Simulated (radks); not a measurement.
Coulomb parameter of the 4f shell of the erbium ion Er+ in the model configuration [Xe] 4f10 6s1 6p2, as a second difference U = [E(n + 0.5) + E(n - 0.5) - 2 E(n)] / (0.5)^2 with all orbitals relaxed. "Bare": the charge of the atom changes with n. "Screened": the 6p shell takes up the change at fixed total charge, which measures U(4f,4f) + U(6p,6p) - 2 U(4f,6p). Method: scalar-relativistic Kohn-Sham, r2SCAN, spin-unpolarised, spherical densities, finite nucleus; meta-GGA in the generalised Kohn-Sham scheme; Fermi nuclear charge, rms radius 5.2516 fm; computed with a radial shooting solver on a logarithmic mesh with Libxc functionals.

| case | configuration | E - E(n) (eV) |
|---|---|---|
| start | [Xe] 4f10 6s1 6p2 | 0.000 |
| bare +0.5 | [Xe] 4f10.5 6s1 6p2 | -13.397 |
| bare -0.5 | [Xe] 4f9.5 6s1 6p2 | 18.055 |
| screened +0.5 | [Xe] 4f10.5 6s1 6p1.5 | -10.071 |
| screened -0.5 | [Xe] 4f9.5 6s1 6p2.5 | 12.728 |

U(bare) = 18.636 eV, U(screened by 6p) = 10.629 eV, against the Slater integral F0(4f,4f) = 34.535 eV with frozen orbitals.
